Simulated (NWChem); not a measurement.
System: CAlClFNO; SMILES O=C=[N][Al]([F])[Cl]

Input file for NWChem:

```
start job
memory heap 200 mb stack 900 mb global 1100 mb
geometry units angstroms noautosym nocenter noautoz
  Al    -0.364578     0.529317    -0.210453
  Cl    -2.145571    -0.493624    -0.484005
  F     -0.312073     2.145561    -0.539759
  N      1.080364    -0.279416     0.358325
  C      2.075540    -0.832698     0.745000
  O      3.038773    -1.369780     1.119404
end
basis spherical
  * library 6-31g*
end
dft
  xc hfexch
  iterations 150
end
property
  shielding
end
task dft property
```

Parts of the log:

```
             Northwest Computational Chemistry Package (NWChem) 7.3.0
             --------------------------------------------------------

                             Geometry "geometry" -> ""
                             -------------------------

 Output coordinates in angstroms (scale by  1.889725989 to convert to a.u.)

  No.       Tag          Charge          X              Y              Z
 ---- ---------------- ---------- -------------- -------------- --------------
    1 Al                  13.0000    -0.36457800     0.52931700    -0.21045300
    2 Cl                  17.0000    -2.14557100    -0.49362400    -0.48400500
    3 F                    9.0000    -0.31207300     2.14556100    -0.53975900
    4 N                    7.0000     1.08036400    -0.27941600     0.35832500
    5 C                    6.0000     2.07554000    -0.83269800     0.74500000
    6 O                    8.0000     3.03877300    -1.36978000     1.11940400

 Effective nuclear repulsion energy (a.u.)     296.8570240914

  xc_inp: hfexch multiplicative factor not found.
                              NWChem Property Module
                              ----------------------

  itol2e modified to match energy
  convergence criterion.

                                 NWChem DFT Module
                                 -----------------

 Summary of "ao basis" -> "ao basis" (spherical)
 ------------------------------------------------------------------------------
       Tag                 Description            Shells   Functions and Types
 ---------------- ------------------------------  ------  ---------------------
 Al                          6-31g*                  8       18   4s3p1d
 Cl                          6-31g*                  8       18   4s3p1d
 F                           6-31g*                  6       14   3s2p1d
 N                           6-31g*                  6       14   3s2p1d
 C                           6-31g*                  6       14   3s2p1d
 O                           6-31g*                  6       14   3s2p1d

  itol2e modified to match energy
  convergence criterion.

[...]

          -----------------------------------------
          Chemical Shielding Tensors (GIAO, in ppm)
          -----------------------------------------

                                NWChem CPHF Module
                                ------------------

  scftype          =     RHF
  nclosed          =       30
  nopen            =        0
  variables        =     1860
  # of vectors     =        3
  tolerance        = 0.10D-03
  level shift      = 0.00D+00
  max iterations   =       50
  max subspace     =       30

 SCF residual:    9.3617809532908341E-005

Iterative solution of linear equations
  No. of variables     1860
  No. of equations        3
  Maximum subspace       30
        Iterations       50
       Convergence  1.0D-04

   iter   nsub   residual    time
   ----  ------  --------  ---------
     1      3    8.81D-01      29.1
     2      6    1.49D-01      34.1
     3      9    3.57D-02      39.1
     4     12    6.23D-03      44.2
     5     15    6.47D-04      49.3
     6     18    1.61D-04      54.3
     7     21    2.77D-05      59.4

      Atom:    1  Al
        Diamagnetic
    794.2578      0.3418      1.5499
      0.3418    794.6207     -1.2359
      1.5499     -1.2359    789.0391

        Paramagnetic
   -197.9773     16.6060     22.1222
     16.6060   -233.4758     -7.6987
     22.1222     -7.6987   -283.6089

        Total Shielding Tensor
    596.2805     16.9479     23.6721
     16.9479    561.1449     -8.9346
     23.6721     -8.9346    505.4302

           isotropic =     554.2852
          anisotropy =      78.6823

          Principal Components and Axis System
                 1           2           3
              606.7400    559.0824    497.0332

      1         0.9318     -0.2538     -0.2595
      2         0.3090      0.9297      0.2003
      3         0.1905     -0.2668      0.9447

      Atom:    2  Cl
        Diamagnetic
   1151.6385      3.3918      1.0705
      3.3918   1147.2622      0.4843
      1.0705      0.4843   1145.3303

        Paramagnetic
    -43.1251     25.7923     10.9435
     25.7923   -101.0177      6.7404
     10.9435      6.7404   -101.1289

        Total Shielding Tensor
   1108.5134     29.1841     12.0141
     29.1841   1046.2444      7.2247
     12.0141      7.2247   1044.2014

           isotropic =    1066.3197
          anisotropy =      84.2663

          Principal Components and Axis System
                 1           2           3
             1122.4973   1042.4238   1034.0382

      1         0.9141     -0.2600     -0.3112
      2         0.3663      0.2000      0.9087
      3         0.1741      0.9447     -0.2781

      Atom:    3  F
        Diamagnetic
    459.7764      1.1972     -0.1063
      1.1972    487.9944     -5.7882
     -0.1063     -5.7882    460.4363

        Paramagnetic
   -131.4067      9.3158     -9.4161
      9.3158    -42.0977    -10.6571
     -9.4161    -10.6571   -104.6408

        Total Shielding Tensor
    328.3697     10.5131     -9.5223
     10.5131    445.8967    -16.4453
     -9.5223    -16.4453    355.7956

           isotropic =     376.6873
          anisotropy =     109.9633

          Principal Components and Axis System
                 1           2           3
              449.9962    354.9157    325.1500

      1         0.0987     -0.2594      0.9607
      2         0.9785      0.2007     -0.0464
      3        -0.1808      0.9447      0.2736

      Atom:    4  N
        Diamagnetic
    339.8236    -20.0602     14.4786
    -20.0602    313.8287     -7.9083
     14.4786     -7.9083    307.9397

[...]
```

Level: Hartree-Fock/6-31G* (spherical d), GIAO. The geometry was optimised at PBE0/def2-SVP. The printed shielding anisotropy is the first printed principal value minus the mean of the other two.
